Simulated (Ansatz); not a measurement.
Level of theory: B3LYP-D3(BJ)/def2-TZVP (Ansatz, a first-principles code). No frequencies were computed at this level.

Ansatz 0.2 input:
```yaml
crystal:
  periodic: [false, false, false]
  atoms:
    - { symbol: C, position_ang: [-0.918534, 0.029232, -0.164499] }
    - { symbol: O, position_ang: [-0.257565, -0.084357, 1.141369] }
    - { symbol: Si, position_ang: [0.917903, -0.016372, -0.00034] }
    - { symbol: H, position_ang: [-1.469917, 0.954477, -0.252744] }
    - { symbol: H, position_ang: [-1.502173, -0.851012, -0.393464] }
    - { symbol: H, position_ang: [1.592755, -1.269129, -0.262831] }
    - { symbol: H, position_ang: [1.637532, 1.237162, -0.067489] }
basis:
  gaussian: { orbitals: def2-tzvp }
hamiltonian:
  xc: b3lyp
  dispersion: d3bj
relax:
  max_steps: 150
```

Output:

```
Functional definition: B3LYP
768 factors; their error is unknown
mean field evaluation 1: about -11021.0404 eV, gradient 5.9e1 eV
mean field evaluation 2: about -10996.5399 eV, gradient 1.2e2 eV
mean field evaluation 4: about -11027.9358 eV, gradient 1.0e1 eV
mean field evaluation 8: about -11028.1637 eV, gradient 3.1e-1 eV
mean field evaluation 16: about -11028.1638 eV, gradient 2.7e-5 eV
mean field -11028.16380138 eV, -405.2775445427 hartree, gradient 2.7e-5 eV, S^2 0.000000; 0 other end points of the search recorded, 0 dependent functions left out
reference -11028.16403474 eV, -405.2775531185 hartree; 16, 16 occupied and 107, 107 virtual orbitals, 768 factors
relax step   1: F+E_penalty+E_count = -11028.35103456 eV  Δ(F+E_penalty+E_count) = +0.000e0 eV  max|allowed force component| = 1.160e0 eV/Å  Δτ_max = 0.0000 Å  (28 SCF iters, accepted)
these checks for a lower state are left out or cut short: starts, cluster_reference, orbital_swaps, neighbouring_geometries, increment
768 factors; their error is unknown
mean field -11028.23287022 eV, -405.2800827757 hartree, gradient 1.1e-5 eV, S^2 0.000000; 0 other end points of the search recorded, 0 dependent functions left out
reference -11028.23310284 eV, -405.2800913244 hartree; 16, 16 occupied and 107, 107 virtual orbitals, 768 factors
relax step   2: F+E_penalty+E_count = -11028.41949855 eV  Δ(F+E_penalty+E_count) = -6.846e-2 eV  max|allowed force component| = 5.643e-1 eV/Å  Δτ_max = 0.0455 Å  (32 SCF iters, accepted)
these checks for a lower state are left out or cut short: starts, cluster_reference, orbital_swaps, neighbouring_geometries, increment
768 factors; their error is unknown
mean field evaluation 32: about -11028.2462 eV, gradient 1.0e-5 eV
mean field -11028.24618111 eV, -405.2805719421 hartree, gradient 1.0e-5 eV, S^2 0.000000; 0 other end points of the search recorded, 0 dependent functions left out
reference -11028.24641405 eV, -405.2805805024 hartree; 16, 16 occupied and 107, 107 virtual orbitals, 768 factors
relax step   3: F+E_penalty+E_count = -11028.43265792 eV  Δ(F+E_penalty+E_count) = -1.316e-2 eV  max|allowed force component| = 1.348e-1 eV/Å  Δτ_max = 0.0296 Å  (32 SCF iters, accepted)
these checks for a lower state are left out or cut short: starts, cluster_reference, orbital_swaps, neighbouring_geometries, increment
768 factors; their error is unknown
mean field -11028.24677825 eV, -405.2805938866 hartree, gradient 1.0e-5 eV, S^2 0.000000; 0 other end points of the search recorded, 0 dependent functions left out
reference -11028.24701115 eV, -405.2806024453 hartree; 16, 16 occupied and 107, 107 virtual orbitals, 768 factors
relax step   4: F+E_penalty+E_count = -11028.43331884 eV  Δ(F+E_penalty+E_count) = -6.609e-4 eV  max|allowed force component| = 5.347e-2 eV/Å  Δτ_max = 0.0045 Å  (32 SCF iters, accepted)
these checks for a lower state are left out or cut short: starts, cluster_reference, orbital_swaps, neighbouring_geometries, increment
768 factors; their error is unknown
mean field -11028.24686611 eV, -405.2805971152 hartree, gradient 1.0e-5 eV, S^2 0.000000; 0 other end points of the search recorded, 0 dependent functions left out
reference -11028.24709892 eV, -405.2806056709 hartree; 16, 16 occupied and 107, 107 virtual orbitals, 768 factors
relax step   5: F+E_penalty+E_count = -11028.43340964 eV  Δ(F+E_penalty+E_count) = -9.080e-5 eV  max|allowed force component| = 1.548e-2 eV/Å  Δτ_max = 0.0031 Å  (32 SCF iters, accepted)
these checks for a lower state are left out or cut short: starts, cluster_reference, orbital_swaps, neighbouring_geometries, increment
768 factors; their error is unknown
mean field -11028.24683382 eV, -405.2805959285 hartree, gradient 1.0e-5 eV, S^2 0.000000; 0 other end points of the search recorded, 0 dependent functions left out
reference -11028.24706666 eV, -405.2806044853 hartree; 16, 16 occupied and 107, 107 virtual orbitals, 768 factors
relax step   6: F+E_penalty+E_count = -11028.43335855 eV  Δ(F+E_penalty+E_count) = +5.109e-5 eV  max|allowed force component| = 3.199e-2 eV/Å  Δτ_max = 0.0029 Å  (32 SCF iters, rejected (line search))
these checks for a lower state are left out or cut short: starts, cluster_reference, orbital_swaps, neighbouring_geometries, increment
768 factors; their error is unknown
mean field evaluation 64: about -11028.2469 eV, gradient 1.0e-5 eV
mean field -11028.24687523 eV, -405.2805974503 hartree, gradient 1.0e-5 eV, S^2 0.000000; 0 other end points of the search recorded, 0 dependent functions left out
reference -11028.24710803 eV, -405.2806060056 hartree; 16, 16 occupied and 107, 107 virtual orbitals, 768 factors
relax step   7: F+E_penalty+E_count = -11028.43342332 eV  Δ(F+E_penalty+E_count) = -1.368e-5 eV  max|allowed force component| = 3.283e-3 eV/Å  Δτ_max = 0.0008 Å  (34 SCF iters, accepted)
768 factors; their error is unknown
mean field -11028.24687523 eV, -405.2805974503 hartree, gradient 1.0e-5 eV, S^2 0.000000; 1 other end points of the search recorded, 0 dependent functions left out
reference -11028.24710803 eV, -405.2806060056 hartree; 16, 16 occupied and 107, 107 virtual orbitals, 768 factors
Total energy: -11028.43365612 eV, -405.2874615218 hartree
Atom 0 at    -0.933033     0.028335    -0.149661 Å, force    -0.003283     0.000128    -0.000889 eV/Å
Atom 1 at    -0.281422    -0.087627     1.188793 Å, force     0.000064     0.000028    -0.000371 eV/Å
Atom 2 at     0.870513    -0.014788    -0.009799 Å, force     0.000398    -0.000065     0.000741 eV/Å
Atom 3 at    -1.479828     0.959630    -0.266210 Å, force     0.001166    -0.000353     0.000412 eV/Å
Atom 4 at    -1.512223    -0.853662    -0.407538 Å, force     0.001176     0.000243     0.000459 eV/Å
Atom 5 at     1.646123    -1.240284    -0.273217 Å, force     0.000238    -0.000047    -0.000180 eV/Å
Atom 6 at     1.689871     1.208397    -0.082365 Å, force     0.000240     0.000066    -0.000171 eV/Å
Dipole moment:     0.156458     0.025315    -0.360659 e Å
```

Cost: around 26 core-seconds (rough).
